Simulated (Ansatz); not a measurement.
Wavefunction ladder for C3H8BFOS, SMILES `CC(C)OB(F)S`

```xyz
15

C    -0.022    1.589   -0.381
C    -0.543    0.213   -0.028
C    -1.264    0.178    1.298
O     0.563   -0.700    0.065
B     1.011   -1.388   -0.997
F     0.435   -1.276   -2.197
S     2.424   -2.519   -0.870
H     0.489    1.577   -1.346
H     0.681    1.934    0.381
H    -0.846    2.302   -0.441
H    -1.213   -0.136   -0.821
H    -1.608   -0.832    1.525
H    -2.131    0.841    1.275
H    -0.599    0.505    2.101
H     2.624   -2.287    0.436
```

Charge 0, multiplicity 1. All single points use the PBE0-D4/def2-TZVP geometry. It is one conformer, not always the lowest. Frozen core, restricted reference, Ansatz. CBS rows extrapolate triple and quadruple zeta; past MP2 they add the triple-zeta difference.

```
     basis     HF (Eh)  MP2 corr.  CCSD corr.    (T)  CCSD(T) total
def2-TZVPP           ?   -1.27553    -1.33041      ?              ?
def2-QZVPP  -715.10268   -1.37361           –      –              –
 CBS(def2)  -715.10623          ?           ?  as TZ              ?
```

**Question.** Fill in the withheld values. (Estimate.)

**Answer.** The calculation gave: def2-TZVPP HF (Eh): -715.07693; def2-TZVPP (T): -0.05141; def2-TZVPP CCSD(T) total: -716.45875; CBS(def2) MP2 corr.: -1.44627; CBS(def2) CCSD corr.: -1.50115; CBS(def2) CCSD(T) total: -716.65879.
